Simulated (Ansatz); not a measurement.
`CO[SiH2]S[SiH3]`. Total charge 0; spin multiplicity 1.

Cartesian coordinates in Å:
```
C 1.0580 -1.4997 1.0013
O -0.3456 -1.5176 1.1389
Si -1.3330 -0.3501 0.5658
S -1.1575 -0.0892 -1.5496
Si 0.0794 1.6525 -1.5227
H 1.3510 -1.5345 -0.0528
H 1.4933 -0.6038 1.4585
H 1.4586 -2.3792 1.5069
H -1.0150 0.9616 1.1962
H -2.7052 -0.8005 0.8727
H 0.4881 1.8931 -2.9281
H 1.2859 1.4364 -0.6827
H -0.6580 2.8312 -1.0043
```

Task: List the harmonic frequencies (cm⁻¹, unscaled) at PBE0-D4/def2-TZVP in Ansatz. (Best estimate.)

Result: The calculation gave: 46, 82, 110, 119, 137, 183, 295, 493, 513, 587, 629, 665, 758, 788, 878, 928, 936, 941, 954, 1153, 1182, 1215, 1479, 1493, 1498, 2197, 2224, 2236, 2246, 2276, 3021, 3087, 3130.

Task: Is this a minimum?

Result: Yes, all 33 modes are real.

Task: Give the ideal-gas thermochemistry at 298.15 K and 1 bar (rigid rotor, harmonic oscillator; point group C1, symmetry number 1).

Result: Zero-point energy 230.2 kJ/mol; H(298) − E = 256.0 kJ/mol; entropy 394.3 J/(mol·K), of which translation 169.0, rotation 118.2, vibration 107.1; G(298) − E = 138.5 kJ/mol. Modes under 100 cm⁻¹ are hindered rotations or soft bends, so the harmonic entropy is rough.

Task: Rotational constants (cm⁻¹)?

Result: 0.1252, 0.04825, 0.04164.
